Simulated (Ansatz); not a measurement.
A made-up structure of CH$_{3}$Zn, doublet:

```json
{"atom": "C1", "x (Å)": "0.4949", "y (Å)": "0.9568", "z (Å)": "-0.0818"}
{"atom": "Zn2", "x (Å)": "-0.3791", "y (Å)": "-0.7331", "z (Å)": "0.0628"}
{"atom": "H3", "x (Å)": "-0.1162", "y (Å)": "-1.7367", "z (Å)": "1.1872"}
{"atom": "H4", "x (Å)": "-1.4242", "y (Å)": "-1.2413", "z (Å)": "-0.9325"}
{"atom": "H5", "x (Å)": "0.9805", "y (Å)": "1.8957", "z (Å)": "-0.1622"}
```

It is relaxed with PBE-D4/def2-SVP and then PBE0-D4/def2-TZVP (Ansatz 0.2.0). Atoms count as bonded within 1.22 times the sum of their covalent radii (H–H: 0.88 Å). The end point is not checked to be a true minimum.

Q: Does its bonding change? (Judge from chemistry; the calculation decides.)

A: Computed: Yes. Formed: C1–H4; broken: Zn2–H4.

Where it ends: The first stage lowers the energy by 3.73 eV in 24 steps. It ends as CH₃Zn ([CH2][ZnH]):
C1  (-0.081, 0.489, -0.484)
Zn2  (-0.099, -1.033, 0.666)
H3  (-0.115, -2.259, 1.593)
H4  (-0.698, 0.583, -1.376)
H5  (0.549, 1.362, -0.325)
(Å)

Labels in which every atom is bracketed show which atoms are joined, not bond orders.

For scale, one of the runs: PBE0-D4/def2-TZVP relaxation, 97 basis functions, launched by `ansatz run in.yaml --threads 2 --pin off --events-out ev --progress --plain --max-ram 4352MiB`. Hardware: 2 CPU threads of an Arm Neoverse V2, shared host. Wall time about 10 s.
